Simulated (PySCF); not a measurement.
## Atomic charges against the basis set

Compound: C4H5BS.
Atom-mapped SMILES: `[BH2:1][c:2]1[cH:3][cH:4][s:5][cH:6]1` (hydrogens: H7, H8 on B1; H9 on C3; H10 on C4; H11 on C6)

PBE0 throughout (PySCF), one geometry, spherical d and f functions. Isolated species at its PBE0-D3(BJ)/def2-SVP geometry, gas phase. Atoms taken as equivalent share a column and are averaged. The first 7 of 10 kinds of atom are listed.

Mulliken charges (e):

```
        basis  functions      B1      C2      C3      C4      S5      C6   H7/H8
       STO-3G         39  +0.131  -0.129  -0.100  -0.206  +0.314  -0.182  -0.056
        6-31G         68  +0.117  +0.017  -0.085  -0.573  +0.541  -0.580  -0.040
     pcSseg-0         68  +0.266  -0.393  -0.110  -0.585  +0.503  -0.526  +0.005
       6-31G*         98  -0.022  +0.077  -0.149  -0.418  +0.335  -0.424  -0.015
      cc-pVDZ        113  +0.017  +0.075   0.000  -0.155  +0.186  -0.172  -0.039
     def2-SVP        113  +0.017  +0.001  -0.002  -0.132  +0.113  -0.119  -0.035
  aug-cc-pVDZ        187  -1.565  +0.340  +0.854  -0.030  +0.437  +0.249  +0.593
6-311+G(2d,p)        200  -0.136  +0.341  -0.572  +0.077  -0.173  +0.067  -0.009
    def2-TZVP        222  -0.086  +0.027  -0.232  -0.133  +0.097  -0.136  +0.005
      cc-pVTZ        254  -0.066  -0.035  -0.135  -0.162  +0.117  -0.123  -0.002
     IGLO-III        269  +0.182  -0.156  -0.145  -0.228  +0.346  -0.216  -0.063
```

IAO charges (e):

```csv
basis,functions,B1,C2,C3,C4,S5,C6,H7/H8
STO-3G,39,+0.052,-0.198,-0.156,-0.290,+0.423,-0.249,-0.006
6-31G,68,-0.004,-0.157,-0.156,-0.306,+0.326,-0.258,+0.009
pcSseg-0,68,-0.005,-0.161,-0.150,-0.307,+0.327,-0.253,+0.009
6-31G*,98,+0.010,-0.164,-0.147,-0.315,+0.365,-0.261,+0.002
cc-pVDZ,113,-0.010,-0.159,-0.151,-0.317,+0.371,-0.261,+0.007
def2-SVP,113,0.000,-0.161,-0.147,-0.314,+0.374,-0.259,+0.003
aug-cc-pVDZ,187,-0.009,-0.159,-0.156,-0.322,+0.372,-0.266,+0.007
"6-311+G(2d,p)",200,-0.008,-0.161,-0.155,-0.329,+0.387,-0.272,+0.007
def2-TZVP,222,-0.007,-0.160,-0.154,-0.332,+0.393,-0.275,+0.007
cc-pVTZ,254,-0.008,-0.160,-0.154,-0.328,+0.383,-0.270,+0.007
IGLO-III,269,-0.009,-0.161,-0.155,-0.333,+0.396,-0.277,+0.007
```

Hirshfeld charges (e):

| basis | functions | B1 | C2 | C3 | C4 | S5 | C6 | H7/H8 |
| --- | --- | --- | --- | --- | --- | --- | --- | --- |
| STO-3G | 39 | +0.129 | -0.098 | -0.053 | -0.072 | +0.181 | -0.038 | -0.078 |
| 6-31G | 68 | +0.113 | -0.092 | -0.058 | -0.084 | +0.103 | -0.051 | -0.063 |
| pcSseg-0 | 68 | +0.117 | -0.099 | -0.058 | -0.086 | +0.132 | -0.052 | -0.064 |
| 6-31G* | 98 | +0.112 | -0.089 | -0.053 | -0.079 | +0.091 | -0.044 | -0.064 |
| cc-pVDZ | 113 | +0.111 | -0.097 | -0.055 | -0.081 | +0.120 | -0.047 | -0.065 |
| def2-SVP | 113 | +0.112 | -0.101 | -0.058 | -0.083 | +0.133 | -0.049 | -0.065 |
| aug-cc-pVDZ | 187 | +0.117 | -0.108 | -0.064 | -0.088 | +0.131 | -0.058 | -0.061 |
| 6-311+G(2d,p) | 200 | +0.120 | -0.111 | -0.063 | -0.087 | +0.131 | -0.057 | -0.062 |
| def2-TZVP | 222 | +0.115 | -0.105 | -0.061 | -0.086 | +0.125 | -0.054 | -0.062 |
| cc-pVTZ | 254 | +0.114 | -0.101 | -0.059 | -0.085 | +0.122 | -0.053 | -0.063 |
| IGLO-III | 269 | +0.115 | -0.108 | -0.065 | -0.088 | +0.142 | -0.058 | -0.061 |

ESP-fitted charges (e):

```json
{"basis": "STO-3G", "functions": "39", "B1": "+0.120", "C2": "+0.080", "C3": "-0.277", "C4": "-0.025", "S5": "+0.083", "C6": "-0.087", "H7/H8": "-0.098"}
{"basis": "6-31G", "functions": "68", "B1": "+0.170", "C2": "+0.085", "C3": "-0.265", "C4": "-0.165", "S5": "+0.016", "C6": "-0.205", "H7/H8": "-0.104"}
{"basis": "pcSseg-0", "functions": "68", "B1": "+0.217", "C2": "+0.023", "C3": "-0.291", "C4": "-0.141", "S5": "+0.001", "C6": "-0.172", "H7/H8": "-0.110"}
{"basis": "6-31G*", "functions": "98", "B1": "+0.165", "C2": "+0.106", "C3": "-0.245", "C4": "-0.215", "S5": "+0.070", "C6": "-0.266", "H7/H8": "-0.105"}
{"basis": "cc-pVDZ", "functions": "113", "B1": "+0.156", "C2": "+0.087", "C3": "-0.236", "C4": "-0.215", "S5": "+0.088", "C6": "-0.266", "H7/H8": "-0.098"}
{"basis": "def2-SVP", "functions": "113", "B1": "+0.146", "C2": "+0.093", "C3": "-0.255", "C4": "-0.190", "S5": "+0.072", "C6": "-0.242", "H7/H8": "-0.095"}
{"basis": "aug-cc-pVDZ", "functions": "187", "B1": "+0.171", "C2": "+0.099", "C3": "-0.248", "C4": "-0.217", "S5": "+0.080", "C6": "-0.277", "H7/H8": "-0.104"}
{"basis": "6-311+G(2d,p)", "functions": "200", "B1": "+0.161", "C2": "+0.104", "C3": "-0.249", "C4": "-0.236", "S5": "+0.096", "C6": "-0.292", "H7/H8": "-0.100"}
{"basis": "def2-TZVP", "functions": "222", "B1": "+0.150", "C2": "+0.116", "C3": "-0.261", "C4": "-0.209", "S5": "+0.082", "C6": "-0.273", "H7/H8": "-0.099"}
{"basis": "cc-pVTZ", "functions": "254", "B1": "+0.156", "C2": "+0.102", "C3": "-0.251", "C4": "-0.203", "S5": "+0.077", "C6": "-0.261", "H7/H8": "-0.100"}
{"basis": "IGLO-III", "functions": "269", "B1": "+0.159", "C2": "+0.105", "C3": "-0.245", "C4": "-0.231", "S5": "+0.101", "C6": "-0.288", "H7/H8": "-0.100"}
```

Some averages cover members that differ in this geometry, most widely: H7/H8, Mulliken in aug-cc-pVDZ +0.575 to +0.611; H7/H8, ESP-fitted in pcSseg-0 -0.125 to -0.095; H7/H8, ESP-fitted in 6-31G -0.117 to -0.092 e.

**Question.** Which scheme is steadiest as the basis changes?

**Answer.** Largest range over the bases for any column: Hirshfeld 0.09 e, IAO 0.10 e, ESP-fitted 0.21 e, Mulliken 1.83 e. Hirshfeld and IAO charges move least and Mulliken charges most, counted in e. Without the minimal STO-3G basis the ranges are Hirshfeld 0.05, IAO 0.07, ESP-fitted 0.12, Mulliken 1.83 e.

**Question.** How much do the charges still move between the two largest bases, cc-pVTZ and IGLO-III?

**Answer.** At most, over all atoms: Mulliken 0.248 e, IAO 0.013 e, Hirshfeld 0.020 e, ESP-fitted 0.029 e.

**Question.** What do the same runs give for the total energy, the frontier levels and the dipole moment?

**Answer.** 
| basis | energy (Eh) | HOMO (eV) | LUMO (eV) | μ (D) |
| --- | --- | --- | --- | --- |
| STO-3G | -571.5296 | -5.02 | 1.19 | 2.19 |
| 6-31G | -577.9836 | -7.16 | -1.62 | 1.16 |
| pcSseg-0 | -577.2064 | -7.56 | -1.96 | 1.05 |
| 6-31G* | -578.0621 | -7.03 | -1.58 | 1.34 |
| cc-pVDZ | -578.0987 | -7.16 | -1.76 | 1.43 |
| def2-SVP | -577.8296 | -7.26 | -1.81 | 1.40 |
| aug-cc-pVDZ | -578.1079 | -7.25 | -1.90 | 1.34 |
| 6-311+G(2d,p) | -578.1429 | -7.25 | -1.90 | 1.40 |
| def2-TZVP | -578.1615 | -7.24 | -1.88 | 1.41 |
| cc-pVTZ | -578.1611 | -7.23 | -1.86 | 1.41 |
| IGLO-III | -578.1623 | -7.23 | -1.87 | 1.46 |

The dipole is fixed by the density alone, so its range of 1.14 D shows that the density itself changes with the basis, not only its division among atoms.
